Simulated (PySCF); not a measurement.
CHF₂, SMILES F[CH]F (connectivity only; charge and spin as stated), charge +1, multiplicity 1.

Coordinates come from a PBE0-D3(BJ)/def2-TZVP optimisation. The spin state was assumed, not searched. The isomer is the one that the SMILES or the coordinates give; other isomers of the formula were not compared.

Two levels are set side by side: TDDFT-PBE/def2-TZVPD (PySCF) and TDDFT-CAM-B3LYP/def2-TZVPD (PySCF). Vertical, same geometry. The lowest singlet is HOMO→LUMO 100 % with PBE and HOMO→LUMO 100 % with the other functional; states are paired by order. Differences are taken from unrounded values.

```json
[
 {"quantity": "lowest singlet excitation (eV)", "TDDFT-CAM-B3LYP": "7.83", "TDDFT-PBE": "7.34", "TDDFT-PBE minus TDDFT-CAM-B3LYP": "-0.49"},
 {"quantity": "lowest triplet excitation (TDA) (eV)", "TDDFT-CAM-B3LYP": "7.02", "TDDFT-PBE": "6.56", "TDDFT-PBE minus TDDFT-CAM-B3LYP": "-0.46"},
 {"quantity": "first bright state (f over 0.05) (eV)", "TDDFT-CAM-B3LYP": "10.43", "TDDFT-PBE": "9.99", "TDDFT-PBE minus TDDFT-CAM-B3LYP": "-0.44"},
 {"quantity": "its oscillator strength", "TDDFT-CAM-B3LYP": "0.12", "TDDFT-PBE": "0.11", "TDDFT-PBE minus TDDFT-CAM-B3LYP": "-0.01"}
]
```

A lower first singlet is the usual sign of a functional without exact exchange. Differences between two approximate levels are no errors against the true value.

Rough cost on one machine, each run with all the roots and properties that it gave: TDDFT-CAM-B3LYP against TDDFT-PBE about 5 times.
